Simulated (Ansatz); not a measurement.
A nudged elastic band was laid between two geometries of CH₂BNO (6 atoms, charge 0, multiplicity 1).

The calculation used RKS PBE-D4/6-31G* (Ansatz).

* movable images: 7
* climbing image: yes
* spring: 5.0 eV/Å²
* optimiser: quadratic models (default)
* start path: through a guess of the saddle point
* force threshold: 0.05 eV/Å
* iteration limit: 60
* end points: relaxed

Initial state:

```xyz
6
Properties=species:S:1:pos:R:3
B 0.412 0.502 -0.600
N -0.829 0.766 0.189
C -0.526 -0.467 0.467
O 0.418 -0.943 -0.478
H 1.328 1.187 -0.956
H -0.761 -1.109 1.332
```

Final state:

```xyz
6
Properties=species:S:1:pos:R:3
B -1.968 1.474 0.102
N -0.853 0.713 -0.202
C 0.035 -0.146 0.076
O 1.153 -0.269 -0.666
H 1.708 -0.985 -0.286
H -0.034 -0.850 0.929
```

Task: What changes between the two ends?

Result: Bonds broken: B1–C3, B1–O4, B1–H5. Bonds formed: O4–H5.

Task: Give the energies along the band, and the barrier.

Result: The forces met the threshold. The highest image is number 6 of 0 to 8, 2.68 eV above the first end and 0.52 eV above the last; the last end lies 2.16 eV above the first. The profile has 2 maxima (images 2, 6) with wells between them (image 4): this band takes more than one step, which may be the mechanism or a detour left from its start path. Neighbouring images differ by up to 1.5 eV, so the band resolves the path poorly. A vibrational analysis at the climbing image gives one clearly imaginary mode, 740i cm⁻¹: a first-order saddle point. The orbitals stay closed-shell, which can raise the energy where a bond breaks towards radicals; this wasn't checked here.

```csv
image,path coordinate (Å),energy (eV),B1–C3 (Å),B1–O4 (Å),B1–H5 (Å)
0,0.00,0.00,1.72,1.45,1.20
1,0.74,0.75,1.83,1.86,1.16
2,1.48,2.25,2.06,2.36,1.27
3,2.22,2.24,2.27,2.64,2.01
4,2.96,1.98,2.58,3.30,2.94
5,3.71,1.99,2.59,3.60,3.57
6,4.45,2.68,2.60,3.44,3.96
7,5.20,2.19,2.60,3.32,4.22
8,5.95,2.16,2.58,3.66,4.44
```

Task: What is the geometry of the highest image?

Result: 
```xyz
6
Properties=species:S:1:pos:R:3
B -1.477 1.797 -0.326
N -0.709 0.768 0.201
C -0.083 -0.333 0.217
O 0.871 -0.685 -0.698
H 1.772 -0.474 -0.378
H -0.332 -1.136 0.937
```

Run time: 8.4 min on 1 thread of Arm Neoverse V1, with other jobs on the host, peak memory 0.12 GiB.
